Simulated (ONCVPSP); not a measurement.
**Which change was made? (As, ONCV)**

As (Z = 33), optimised norm-conserving Vanderbilt (ONCV), made with ONCVPSP 4.0.1 (PW91, fully relativistic). Core [Ne], reference 3s2 3p6 3d10 4s1.75 4p3.25. Waves: 3s+4s: rc 0.80 bohr, ncon 4, nbas 8, qcut 11.9 1/bohr, 2 projectors; 3p+4p: rc 1.05 bohr, ncon 5, nbas 9, qcut 10.8 1/bohr, 3 projectors, debl 2.1 Ha; 3d: rc 0.60 bohr, ncon 4, nbas 8, qcut 17.9 1/bohr, 2 projectors, debl 1.1 Ha. Local part: polynomial inside 0.50 bohr (lpopt 5, dvloc0 3 Ha). Core correction: none.

Open shells are filled in proportion to 2j + 1.

In the d channel the program set the typed energies aside and used -1.501, 0.250 Ha (j = l + 1/2; the other j can differ).

Cutoffs, loose and tight: the cutoffs (Ha) at which the residual kinetic energy of the hardest occupied pseudo-wave falls to 1 and 0.1 mHa per electron. They do not see the model core or the augmentation charge, which bear on the density cutoff. Test errors are all-electron minus pseudo excitation energies from the reference, over the configurations 3s2 3p6 3d10 4s2 4p3; 3s2 3p6 3d10 4s2 4p2; 3s2 3p6 3d10 4s2 4p1; 3s2 3p6 3d9 4s2 4p3; variants that change the core or the reference have their own tests.

The base gives: outcome: generated, projector energies reset by the program; cutoff, loose: 575 Ha; cutoff, tight: 685 Ha; bound ghosts: none; GHOST(+) flags above zero: s, p3/2; largest test error (meV): +20.

**Question.** After one change the result is: outcome: generated; cutoff, loose: 575 Ha; cutoff, tight: 685 Ha; bound ghosts: none; GHOST(+) flags above zero: s, p3/2; largest test error (meV): +20. Which change was it?
A. d: debl 3
B. d: rc 0.64
C. all radii scaled by about 1.22 (s 0.98, p 1.28, d 0.74 bohr); local potential polynomial inside 0.62 bohr (lpopt 5, dvloc0 3 Ha)

**Answer.** A. The others give: d: rc 0.64 → outcome: generated, projector energies reset by the program; cutoff, loose: 359 Ha; cutoff, tight: 583 Ha; bound ghosts: none; GHOST(+) flags above zero: s, p3/2; largest test error (meV): +22 | all radii scaled by about 1.22 (s 0.98, p 1.28, d 0.74 bohr); local potential polynomial inside 0.62 bohr (lpopt 5, dvloc0 3 Ha) → outcome: generated, projector energies reset by the program; cutoff, loose: 151 Ha; cutoff, tight: 302 Ha; bound ghosts: none; GHOST(+) flags above zero: none; largest test error (meV): +32.
